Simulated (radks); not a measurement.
Species: the beryllium ion Be2+. Configuration: [He]. Method: scalar-relativistic Kohn-Sham, MS2 meta-GGA, spin-polarised, spherical densities, finite nucleus; meta-GGA in the generalised Kohn-Sham scheme; Fermi nuclear charge, rms radius 2.519 fm; computed with a radial shooting solver on a logarithmic mesh with Libxc functionals.

Normalised radial functions P(r) = r R(r), r in bohr:

```
   r/bohr * 1s (the largest magnitude, 1.39, reaches the edge; | marks zero)
   0.0233 |           *
  0.02963 |              *
  0.03736 |                  *
  0.04712 |                      *
  0.05942 |                          *
  0.07494 |                                *
   0.0945 |                                     *
   0.1192 |                                           *
   0.1503 |                                                *
   0.1895 |                                                    *
    0.239 |                                                      *
   0.3015 |                                                      *
   0.3802 |                                                   *
   0.4794 |                                            *
   0.6046 |                                    *
   0.7625 |                         *
   0.9616 |                *
    1.213 |        *
    1.529 |   *
```

1s: eigenvalue -134.03 eV, 0 radial nodes, <r> = 0.416 bohr, 90 % of the charge inside 0.748 bohr.
